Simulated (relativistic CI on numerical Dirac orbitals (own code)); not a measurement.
Sensitivity of the levels of Te XXXVIII to α and to the nuclear radius

Computed by Dirac-Coulomb-Breit CI, KLI orbitals optimised for each configuration, derivatives by finite differences, unscaled Slater integrals, QED left out (own radial code, finite nucleus).

Configuration list (outside the closed core [Ne]): 3s²3p³, 3s3p⁴, 3s²3p²3d, 3p⁵, 3s3p³3d, 3p⁴3d, 3s²3p3d², 3s²3d³, 3s3p3d³, 3p³3d², 3p²3d³. Double excitations out of closed p, d and f shells are left out; levels of such configurations are missing from the list, as are those of other unlisted configurations, and high levels can miss mixing partners.

With x = (α/α₀)² − 1 an excitation energy changes as ω = ω₀ + qx; K = 2q/ω₀ is the relative enhancement. Terms are leading LS components, so labels can repeat. The field-shift factor is F = δν/δ⟨r²⟩ for the transition from the lowest level.

Lowest level 3s²3p³ ²P°3/2.

| Level | ω₀ (cm⁻¹) | q (cm⁻¹) | K | F (GHz/fm²) |
| --- | --- | --- | --- | --- |
| 3s²3p³ ⁴S°3/2 | 470764 | 575500 | 2.45 | -17.7 |
| 3s²3p³ ²D°5/2 | 535369 | 578500 | 2.16 | -18 |
| 3s²3p³ ²P°1/2 | 613083 | 583000 | 1.9 | -19.9 |
| 3s²3p³ ²P°3/2 | 1091813 | 1.166e+06 | 2.14 | -42.8 |
| 3s²3p²3d ⁴F3/2 | 1182108 | 63510 | 0.107 | -33 |
| 3s3p⁴ ⁴P5/2 | 1263903 | 515200 | 0.815 | -474 |
| 3s²3p²3d ⁴F5/2 | 1418347 | 337800 | 0.476 | -186 |
| 3s3p⁴ ²S1/2 | 1479470 | 703600 | 0.951 | -625 |
| 3s3p⁴ ²D3/2 | 1482667 | 664200 | 0.896 | -525 |
| 3s²3p²3d ²F5/2 | 1663440 | 608700 | 0.732 | -20.3 |
| 3s²3p²3d ⁴D3/2 | 1670036 | 636200 | 0.762 | -74 |
| 3s²3p²3d ⁴D1/2 | 1675257 | 620600 | 0.741 | -32.4 |
| 3s²3p²3d ²G7/2 | 1721495 | 618000 | 0.718 | -9.96 |
| 3s3p⁴ ⁴P3/2 | 1742690 | 969800 | 1.11 | -344 |
| 3s²3p²3d ⁴D7/2 | 1787279 | 722300 | 0.808 | -8.97 |
| 3s²3p²3d ²D5/2 | 1798533 | 893800 | 0.994 | -235 |
| 3s²3p²3d ²G9/2 | 1849550 | 735900 | 0.796 | -9.34 |
| 3s²3p²3d ⁴P5/2 | 1882417 | 681300 | 0.724 | -103 |
| 3s²3p²3d ²P1/2 | 1903022 | 773700 | 0.813 | -183 |
| 3s²3p²3d ²P3/2 | 1919774 | 655700 | 0.683 | -158 |
| 3s²3p²3d ⁴D3/2 | 1948301 | 1.009e+06 | 1.04 | -325 |
| 3s²3p²3d ²G7/2 | 1976592 | 763400 | 0.772 | -11.4 |
| 3s²3p²3d ²F5/2 | 1988614 | 851700 | 0.857 | -161 |

At this charge energies of transitions that change n are usually good to better than 1 %, and those within a shell (Δn = 0) to a few per cent.
